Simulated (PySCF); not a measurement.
Gas-phase reaction: SnH₄ + 6 SnF₃ ⇌ 4 SnHF₃ + 3 SnF₂, at 800 K and a standard pressure of 1 bar. Level: PBE/def2-TZVP†.

Method: PySCF energies plus ideal-gas RRHO corrections (1 bar). † marks an energy on the PBE0/def2-TZVP geometry and frequencies. Open shells (unrestricted): SnF₃ (multiplicity 2); the rest are closed-shell singlets. Sn: scalar-relativistic def2 core potential, no spin-orbit coupling. SnF₃, SnHF₃: computed as isolated molecules; such fragments, hydroxides, amides, oligomers or adducts are transient or little studied in the gas. The harmonic model lacks anharmonicity and excited electronic states, which grow with temperature; levels with a mode under 35 cm⁻¹ are left out.

| species | E (Ha) | H(800 K) − E (kJ/mol) | S°(800 K) (J/mol/K) |
|---|---|---|---|
| SnH₄ | -216.64815 | 114.1 | 293.7 |
| SnF₃ | -513.76191 | 68.7 | 391.0 |
| SnHF₃ | -514.37131 | 96.1 | 400.9 |
| SnF₂ | -413.98801 | 47.9 | 335.1 |
E: electronic energy; H − E holds the zero-point and thermal terms. 1 Ha = 2625.5 kJ/mol.

Problem. Work out ΔH°, ΔS°, ΔG° and log10 K from these numbers.

Solution. 1. ΔE = 4×(-514.37131) + 3×(-413.98801) − 1×(-216.64815) − 6×(-513.76191) = -0.22966 Ha = -603.0 kJ.
2. Δ(H − E) = 4×(96.1) + 3×(47.9) − 1×(114.1) − 6×(68.7) = 1.8 kJ, so ΔH° = -601.2 kJ.
3. ΔS° = 4×(400.9) + 3×(335.1) − 1×(293.7) − 6×(391.0) = -30.8 J/K; the number of gas molecules stays the same.
4. ΔG° = ΔH° − TΔS° = -601.2 − 800×(-30.8)/1000 = -576.6 kJ.
5. log10 K = −ΔG°/(RT ln 10) = 37.64, with RT ln 10 = 15.32 kJ/mol; at standard pressures the products are favoured.
6. A shift of 10 kJ in ΔE would move log10 K by 0.65 here.
For scale, ΔH°(298 K) is -600 kJ at this level, -668 kJ at ωB97M-V/def2-TZVP†, and runs from -730 to -537 kJ over the 17 levels computed.
